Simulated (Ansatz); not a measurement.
Total energies of `C[O][Hf]([F])([c]1ccccc1)[N](C)C`.

```xyz
27

C    -0.874   -3.407   -1.500
O    -0.766   -2.333   -0.626
Hf   -0.577   -1.011    0.745
F    -0.404   -1.594    2.575
C     1.268    0.135    0.228
C     2.199   -0.340   -0.705
C     3.364    0.355   -0.998
C     3.632    1.556   -0.357
C     2.731    2.055    0.573
C     1.569    1.352    0.854
N    -2.059    0.357    0.602
C    -2.913    0.620   -0.529
C    -2.311    1.248    1.710
H    -0.797   -4.359   -0.965
H    -1.837   -3.382   -2.021
H    -0.077   -3.369   -2.251
H     2.015   -1.278   -1.225
H     4.064   -0.038   -1.727
H     4.541    2.102   -0.582
H     2.935    2.994    1.076
H     0.881    1.775    1.584
H    -2.699   -0.075   -1.345
H    -3.975    0.513   -0.267
H    -2.770    1.640   -0.912
H    -1.670    1.008    2.566
H    -3.351    1.180    2.059
H    -2.119    2.296    1.438
```

The species carries charge 0 and has multiplicity 1. Correlated methods include outer-core shells of Hf, which these sets cover unevenly. Hf takes the def2 core potential. The structure was optimised at the PBE0-D4/def2-TZVP level. It is one conformer, not always the lowest. Basis def2-TZVPP, the Gaussian-basis code of Ansatz.

RPA on PBE orbitals: Hartree–Fock energy of these orbitals -625.45039 Eh, correlation -3.92335 Eh (frozen core).

```csv
functional,energy without D4 (Eh),D4 term (kJ/mol)
BHLYP,-629.19967,-90.9
PBE-QIDH,-628.78778,–
```

**Question.** Give the same for LDA (SPW92), PBE, revPBE, BLYP, r2SCAN, B97M-V, PBE0, B3LYP, r2SCANh, r2SCAN0, HSE06 (plane-wave form), CAM-B3LYP, LC-ωPBE, ωB97X-V, ωB97M-V, B2PLYP. (Estimate.)

**Answer.** Ansatz gave: 
```csv
functional,energy without D4 (Eh),D4 term (kJ/mol)
LDA (SPW92),-624.63559,–
PBE,-628.93785,-73.6
revPBE,-629.49654,-212.5
BLYP,-629.40378,-155.5
r2SCAN,-629.33760,-21.1
B97M-V,-629.59267,–
PBE0,-628.94760,-63.7
B3LYP,-629.66320,-116.2
r2SCANh,-629.29008,-22.4
r2SCAN0,-629.22208,-24.5
HSE06 (plane-wave form),-628.91562,-59.8
CAM-B3LYP,-629.31713,-65.3
LC-ωPBE,-629.26544,–
ωB97X-V,-629.43287,–
ωB97M-V,-629.32283,–
B2PLYP,-629.06885,–
```

B3LYP takes the VWN-RPA correlation (the form of Gaussian; ORCA's B3LYP/G). HSE06 is the plane-wave form, built on full-range PBE exchange. The double hybrids freeze the cores in their second-order part.

LC-ωPBE has ω = 0.4 bohr⁻¹.
